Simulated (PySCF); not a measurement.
H₇NOSi₂.
Numbering: `[OH:1][SiH2:2][NH:3][SiH3:4]`

A calculation gives these core lines: N 1s: 404.40 eV; O 1s: 538.48 eV; Si 1s: 1847.07 (area 1), 1847.51 (area 1) eV; Si 2p3/2: 107.21 (area 1), 107.48 (area 1) eV.

Method: PySCF, delta-SCF UKS SCAN, pcX-2 on the ionised atom, pcseg-1 elsewhere, spin-free X2C. One conformer (not necessarily the lowest) at the PBE0-D3(BJ)/def2-SVP geometry, without solvent, vibrations or thermal averaging.

(1) Order the silicon atoms by Si 1s binding energy.

(2) Order the silicon atoms by Si 2p3/2 binding energy.

Answers

(1) 1847.07 eV: Si4 (SiH3 silicon); 1847.51 eV: Si2 (oxygen-bound silicon). The listed Si 1s values span 0.44 eV, from Si4 (bonded to N and 3 H) to Si2 (bonded to O, N and 2 H).

(2) 107.21 eV: Si4 (SiH3 silicon); 107.48 eV: Si2 (oxygen-bound silicon). Lowest listed Si 2p3/2: Si4, bonded to N and 3 H. Highest, 0.27 eV above it: Si2, bonded to O, N and 2 H.

Bonded neighbours of each site: O1: H and Si; Si2: O, N and 2 H; N3: H and 2 Si; Si4: N and 3 H.

Problem. Express the binding energy of Si 2p3/2 of Si4 in atomic units and per mole.

Solution. 107.21 eV = 3.9399 Eh = 10344 kJ/mol.

Spin–orbit and ligand-field terms were added within each 2p shell after the spin-free SCF. 2p1/2 minus 2p3/2 (ligand field included): Si 0.62 eV.

Conformer computed: `[OH:1][SiH2:2][NH:3][SiH3:4]`: O1–Si2–N3–Si4 -110°, H–O1–Si2–N3 61°.
